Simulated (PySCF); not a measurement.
**Computed properties of C2H5Te, SMILES [Te](C)[CH2]**

C₂H₅Te, SMILES [CH2][Te]C (connectivity only; charge and spin as stated), charge +1, multiplicity 1. The structure is a stationary point at B3LYP-D3(BJ)/def2-SVP. The multiplicity is an assumed one; other spin states were not compared. The isomer is the one that the SMILES or the coordinates give; other isomers of the formula were not compared. The def2 effective core potentials stand for the cores of Te; spin–orbit coupling is left out. One conformer was computed; it need not be the lowest. All values are computed for the isolated molecule unless a solvent is named; none is compared with measurement here.

**Structure.** The optimised structure has Cs symmetry. All 18 harmonic modes at B3LYP-D3(BJ)/def2-SVP (PySCF) are real, so it is a minimum. With heavy atoms numbered as in [CH2:1][Te:2][CH3:3], the shortest bond between them is C1–Te2 at 1.961 Å and the longest Te2–C3 at 2.162 Å.

**Vibrations.** The strongest infrared lines (harmonic, unscaled, degenerate partners summed) lie at 3129 cm⁻¹ (37 km/mol, H 95 %), 3264 cm⁻¹ (36 km/mol, H 89 %, C 11 %), 903 cm⁻¹ (34 km/mol, H 80 %, C 20 %). The softest mode is at 52 cm⁻¹ and the zero-point energy is 38.3 kcal/mol.

**Electronic structure.** M06-2X/def2-TZVPD (PySCF) places the frontier levels at -14.71 and -8.01 eV, a gap of 6.70 eV and a mean polarisability of 57.9 bohr³. PBE/def2-TZVPD (PySCF) at the same geometry gives -12.74 and -9.64 eV, so its gap is 3.60 eV narrower. An orbital gap is neither the optical nor the fundamental gap.

**Excitations.** TDA-ωB97X/def2-SVPD (PySCF) has S1 at 4.48 eV (277 nm, f = 0.007, weak); the most intense of the 10 singlets computed lies at 5.24 eV (f = 0.27). T1 (TDA) is at 1.86 eV, 2.62 eV under S1. TDA-PBE/def2-SVPD (PySCF) puts S1 at 4.06 eV. No vertical singlet excitation falls in the visible range (under 3.1 eV).
